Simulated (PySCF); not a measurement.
**Computed structure and properties of HfCl4(H2O)**

System: HfCl4(H2O) (singlet); start: displaced along the imaginary mode (C2). Method: PySCF 2.14.0, RKS PBE, Hf def2-SVP with ECP60, Cl def2-SVP, O def2-SVP, H def2-SVP; non-relativistic Hamiltonian with scalar-relativistic core potentials where named; density fitting; no spin-orbit coupling.

Input of the relaxation:

```python
mol = gto.M(atom='''
Hf    -0.01968    -0.03408     0.00000
Cl    -0.29302    -0.50269     2.34499
Cl    -0.28882    -0.50512    -2.34499
Cl     2.31211     0.18561    -0.00001
Cl    -0.99534     2.09514     0.00001
O     -1.19808    -2.07517     0.00000
H     -2.16707    -2.18128     0.25000
H     -0.80547    -2.96739    -0.25000''',
    basis={'Hf': 'def2-SVP', 'Cl': 'def2-SVP', 'O': 'def2-SVP', 'H': 'def2-SVP'},
    ecp={'Hf': 'def2-SVP'},
    charge=0, spin=0)
mf = dft.RKS(mol, xc='PBE')
mf.grids.atom_grid = (50, 194)
mf = mf.density_fit()  # fitting sets: Hf def2-universal-JKFIT, Cl def2-universal-JKFIT, O def2-universal-JKFIT, H def2-universal-JKFIT
mf.conv_tol = 1e-08; mf.max_cycle = 55
mf.kernel(dm0)  # dm0: converged density of the start geometry
# quasi-Newton relaxation in Cartesian coordinates to a largest gradient under 0.00045 Eh/bohr, steps kept in the point group
```

Run from Python with OMP_NUM_THREADS=2; the lines above give its settings. Where DIIS fails, smearing, a level shift and second-order steps follow.
It took 110 s on 2 threads of Arm Neoverse V2, on a shared host, from the converged density of the start.

Course of the relaxation:

| step | energy above end (eV) | largest force component within the symmetry (eV/Å) |
| --- | --- | --- |
| 0 | 0.4925 | 1.406 |
| 1 | 0.4184 | 0.192 |
| 2 | 0.3605 | 0.465 |
| 3 | 0.3401 | 1.069 |
| 4 | 0.3323 | 1.177 |
| 5 | 0.3270 | 1.127 |
| 6 | 0.2706 | 0.678 |
| 7 | 0.2203 | 0.621 |
| 12 | 0.0088 | 0.488 |
| 13 | 0.0016 | 0.173 |
| 14 | 0.0005 | 0.022 |
| 15 | 0.0002 | 0.014 |
| 16 | 0.0000 | 0.024 |
| 17 | 0.0000 | 0.004 |
(The steps between are left out.)

Relaxed geometry (C2v):

```xyz
8

Hf   -0.0256   -0.0444    0.0000
Cl   -0.5371   -0.5229    2.3140
Cl   -0.1842   -0.7266   -2.3140
Cl    2.3017    0.1775    0.1634
Cl   -0.9972    2.0821   -0.1634
O    -1.1583   -2.0063    0.0000
H    -1.4868   -2.4379    0.8148
H    -1.3678   -2.5065   -0.8148
```

```
     contact      Å
Hf1–Cl2 (Cl)  2.418
Hf1–Cl3 (Cl)  2.418
Hf1–Cl4 (Cl)  2.344
Hf1–Cl5 (Cl)  2.344
Hf1–O6 (H2O)  2.265
```

On the finer grid (75, 302):

```json
{
  "HOMO": "-7.44 eV",
  "LUMO": "-2.47 eV",
  "Dipole about the centre of mass": "5.35 D",
  "Set of Mulliken populations of Hf1 outside the core potential": "s 2.47, p 6.38, d 2.30, f 0.14",
  "D3(BJ) dispersion energy (not in the energies)": "-0.284 eV"
}
```

```csv
atom,Mulliken (e),Löwdin (e),spin (e)
Hf1,0.71,-0.76,0.00
Cl2,-0.29,0.06,0.00
Cl3,-0.29,0.06,0.00
Cl4,-0.18,0.16,0.00
Cl5,-0.18,0.16,0.00
O6,-0.23,0.07,0.00
H7,0.23,0.13,0.00
H8,0.23,0.13,0.00
```

On the grid (50, 194), as all that follows. Harmonic modes: 1 unstable but soft, so probably a saddle point, though modes this soft are near the noise (counted below −25 cm⁻¹); lowest -33 cm⁻¹ (negative: unstable), highest 3747 cm⁻¹, zero-point energy 0.772 eV.

Taking off one Cl (charge -1, singlet; the rest: singlet) in vacuum, both parts rigid, costs 9.55 eV; the small basis without counterpoise inflates it. Most of it is the attraction of opposite charges; other ways to part are cheaper, and one spin state was tried for the rest.

Rigid scan of Cl along the line from its metal, all other atoms held (where the atom bridges, its other bond changes as well):

| distance to Cl2 (Å) | energy (eV) |
| --- | --- |
| 2.12 | 0.834 |
| 2.22 | 0.320 |
| 2.32 | 0.069 |
| 2.42 | 0.000 |
| 2.52 | 0.054 |
| 2.62 | 0.191 |
| 2.82 | 0.608 |
| 3.12 | 1.361 |
| 3.52 | 2.317 |
| 4.02 | 3.266 |

Taking off one H2O (charge 0, singlet; the rest: singlet) in vacuum, both parts rigid, costs 1.55 eV; the small basis without counterpoise inflates it.

Rigid scan of H2O along the line from its metal, all other atoms held (where the atom bridges, its other bond changes as well):

(distance to O6 (Å), energy (eV)): (1.97, 0.575), (2.07, 0.213), (2.17, 0.044), (2.27, 0.000), (2.37, 0.031), (2.47, 0.106), (2.67, 0.308), (2.97, 0.610), (3.37, 0.910), (3.87, 1.144)

One start shape was tried, so this needn't be the lowest isomer.
